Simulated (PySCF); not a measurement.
**One molecule, a ladder of functionals, a line**

Molecule: SMILES FC[SiH](N)CF, C₂H₇F₂NSi.

Geometry:
```
atom   x (Å)   y (Å)   z (Å)
  N1   1.795  -0.054   0.389
 Si2   0.095  -0.328   0.572
  C3  -0.682   1.392   0.727
  F4  -0.090   2.060   1.788
  C5  -0.599  -1.168  -0.981
  F6  -1.965  -1.333  -0.823
  H7   2.155   0.775   0.853
  H8   2.452  -0.820   0.498
  H9  -0.306  -1.152   1.757
 H10  -1.772   1.334   0.895
 H11  -0.521   1.980  -0.194
 H12  -0.410  -0.548  -1.876
 H13  -0.135  -2.153  -1.169
```

GIAO shieldings (ppm, equivalent atoms averaged) in PySCF 2.14 on the PBE0-D3(BJ)/def2-SVP geometry, basis pcSseg-1, gas phase, non-relativistic:

```csv
functional,exact exchange (%),σ(Si2),σ(C3/C5),σ(F4/F6)
BLYP,0,351.1,94.5,467.0
BP86,0,358.8,100.1,470.8
PBE,0,359.4,100.4,470.0
B3LYP,20,363.0,101.0,478.4
PBE0,25,374.0,108.0,482.7
mPW1PW91,25,372.9,107.2,481.9
HF,100,414.7,122.2,507.5
```

(1) Fit each shielding as a line in the percentage of exact exchange.

(2) What does the line predict for BHandHLYP (50 %), and what does the run give?

Answers

(1) σ(Si2) = 356.3 + 0.59 x (rms 3.4 ppm); σ(C3/C5) = 98.9 + 0.24 x (rms 2.6 ppm); σ(F4/F6) = 470.5 + 0.38 x (rms 1.9 ppm). The functionals also differ in their semilocal parts, which the line can't hold; Hartree–Fock has no correlation at all.

(2) σ(Si2): 385.8 predicted, 381.5 computed; σ(C3/C5): 110.9 predicted, 109.3 computed; σ(F4/F6): 489.5 predicted, 491.7 computed ppm.
